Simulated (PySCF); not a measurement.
C5H9N.

```xyz
15

C     -0.8488    -2.1521     0.6239
C     -0.7502    -1.0402     0.1516
C     -0.5925     0.3046    -0.4058
C     -0.9385     1.3817     0.6240
C      0.8257     0.4813    -0.9731
N      1.8178     0.3854     0.0736
H     -0.9538    -3.1367     1.0399
H     -1.2926     0.3861    -1.2568
H     -0.2050     1.3655     1.4413
H     -0.9048     2.3763     0.1537
H     -1.9440     1.2263     1.0397
H      0.9544    -0.2461    -1.8021
H      0.8822     1.4867    -1.4237
H      2.7504     0.5477    -0.2971
H      1.8144    -0.5554     0.4660
```

Geometry optimised at PBE0-D3(BJ)/def2-SVP. The structure was generated by enumeration; whether it is a known compound was not checked. Other conformers were not sampled.

Level of theory: PySCF with PBE0/pcSseg-1. Non-relativistic, no solvent.

Computed absolute GIAO shielding of each atom: isotropic value and principal components (ppm):
```csv
atom,σ(iso),σ11,σ22,σ33,span
C1,109.5,34.7,42.7,251.2,216.5
C2,93.1,-15.0,-1.8,295.9,310.9
C3,155.0,147.1,157.7,160.0,12.9
C4,165.2,143.9,165.1,186.6,42.7
C5,135.3,124.9,137.0,143.9,18.9
N6,238.1,202.1,245.0,267.3,65.2
H7,29.4,24.1,24.4,39.6,15.5
H8,28.8,24.9,26.9,34.7,9.8
H9,29.0,24.6,29.3,33.1,8.5
H10,30.5,26.1,27.8,37.8,11.7
H11,30.1,25.7,28.5,36.2,10.6
H12,28.1,23.1,27.2,34.1,11.0
H13,28.9,25.2,27.6,34.1,8.9
H14,31.0,23.5,27.6,42.0,18.6
H15,30.7,22.5,30.6,39.0,16.6
```
